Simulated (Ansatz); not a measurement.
Program: Ansatz. Geometries: PBE0-D4/def2-TZVP. ΔE: electronic, gas phase. CBS: MP2 limit from def2 TZ/QZ plus the TZ coupled-cluster correction, frozen cores. This one scheme is used for every species. Functionals use def2-TZVPP. B3LYP here is the variant with VWN-RPA as its local correlation; programs differ in this. HSE06 is defined as in plane-wave codes. For Ti outer-core shells are correlated without core-valence functions, which leaves a few kJ/mol of doubt a bond. Scalar relativity is left out up to krypton. Each species was taken in one conformer, which may not be the lowest.

Consider the ligand exchange at a Ti–O bond: `C[O][Ti]([Cl])([Cl])[Cl]` + H–F → `[F][Ti]([Cl])([Cl])[Cl]` + CH₃OH.

(1) Is it downhill or uphill in electronic energy at CCSD(T)/CBS, and by how much? (An estimate is asked.)

(2) What do these levels give: PBE-D4, B97M-V, BHLYP-D4, B2PLYP, PBE, B3LYP, HSE06, BHLYP, CAM-B3LYP, MP2/def2-TZVPP, SCS-MP2/def2-QZVPP, CCSD/CBS(def2)? (An estimate is asked.)

Largest T1 diagnostic among the species: 0.024, so the coupled-cluster value is less sure than usual.

Results:

(1) Ansatz gave: Uphill: ΔE = +0.8 kcal/mol.

(2) Ansatz gave: PBE-D4 -2.9, B97M-V -3.9, BHLYP-D4 -1.1, B2PLYP -1.3, PBE -4.2, B3LYP -3.7, HSE06 -3.0, BHLYP -2.9, CAM-B3LYP -3.4, MP2/def2-TZVPP 2.9, SCS-MP2/def2-QZVPP 1.0, CCSD/CBS(def2) -0.1 kcal/mol.

In def2-TZVPP, CCSD(T) changes the Hartree–Fock value by +3.6 kcal/mol (the triples alone add +0.9 kcal/mol) and MP2 by +5.9 kcal/mol. From BLYP to BHLYP (50 % exact exchange), in def2-TZVPP and without D4, ΔE moves by +1.9 kcal/mol. The D4 term adds +2.0 kcal/mol with B3LYP and +1.2 kcal/mol with PBE0; it sums over pairs of atoms, weighted by their polarisabilities, and B3LYP, whose exchange is more repulsive, gets the larger term.
